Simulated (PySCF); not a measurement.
# Multinuclear NMR of C5H10F2O2Si

Geometry:
```csv
atom,x (Å),y (Å),z (Å)
C1,2.833,0.085,0.193
O2,1.710,0.903,-0.061
C3,0.695,0.260,-0.754
C4,-0.683,0.760,-0.466
Si5,-0.746,2.164,0.798
C6,-0.263,-0.605,0.008
O7,-0.744,-1.750,-0.661
C8,-2.020,-2.068,-0.370
F9,-2.114,-2.735,0.814
F10,-2.481,-2.911,-1.304
H11,2.567,-0.777,0.813
H12,3.272,-0.275,-0.744
H13,3.554,0.709,0.717
H14,0.961,-0.075,-1.755
H15,-1.362,0.779,-1.307
H16,-0.245,1.693,2.087
H17,0.029,3.290,0.291
H18,-2.163,2.525,0.928
H19,-0.101,-0.761,1.069
H20,-2.706,-1.201,-0.301
```

- GFN2-xTB geometry
- shielding tensors at PBE0/pcSseg-1 (GIAO)
- program: PySCF 2.14
- rapidly exchanging positions averaged, no solvent, a single conformation, relativity neglected

Question: Where does 19F resonate?

Answer: 
```json
{"atoms": "F9", "environment": "fluorine of a CF2 group", "σ (ppm)": "268.6", "δ (ppm)": "-81.7"}
{"atoms": "F10", "environment": "fluorine of a CF2 group", "σ (ppm)": "272.9", "δ (ppm)": "-85.6"}
```

Shieldings were converted by a linear fit to measured shifts: 19F: δ = 146.13 − 0.903σ +14.6 on sp3 carbon (rms 6.0 ppm, 223 shifts, 7.0 ppm with the 5 outliers that the fit left out vs CFCl3, solution or neat liquid). Occasional misses reach two or three times the rms, and more in compound classes unlike the fitted ones.

On a 600 MHz spectrometer 19F resonates near 564.6 MHz, so 1 ppm is 564.6 Hz.

Question: Predict the 29Si NMR data.

Answer: 
| atoms | environment | σ (ppm) | δ (ppm) |
| --- | --- | --- | --- |
| Si5 | silicon bonded to C, 3 H | 421.1 | -66.2 |

Shieldings were converted by a linear fit to measured shifts: 29Si: δ = 279.94 − 0.822σ (rms 8.9 ppm, 72 shifts, 25.8 ppm with the 6 outliers that the fit left out vs TMS, solution or neat liquid). A few per cent of atoms miss by over 2 rms, more outside the fitted compound classes.

On a 500 MHz spectrometer 29Si resonates near 99.3 MHz, so 1 ppm is 99.3 Hz.

Question: What are the 17O shifts?

Answer: 
| atoms | environment | σ (ppm) | δ (ppm) |
| --- | --- | --- | --- |
| O7 | ether oxygen | 207.6 | 77.6 |
| O2 | ether oxygen | 301.1 | -7.6 |

Shieldings were converted by a linear fit to measured shifts: 17O: δ = 266.70 − 0.911σ (rms 10.7 ppm, 155 shifts, 12.2 ppm with the 3 outliers that the fit left out vs liquid water, solution or neat liquid). Occasional misses reach two or three times the rms, and more in compound classes unlike the fitted ones.

On a 300 MHz spectrometer 17O resonates near 40.7 MHz, so 1 ppm is 40.7 Hz.
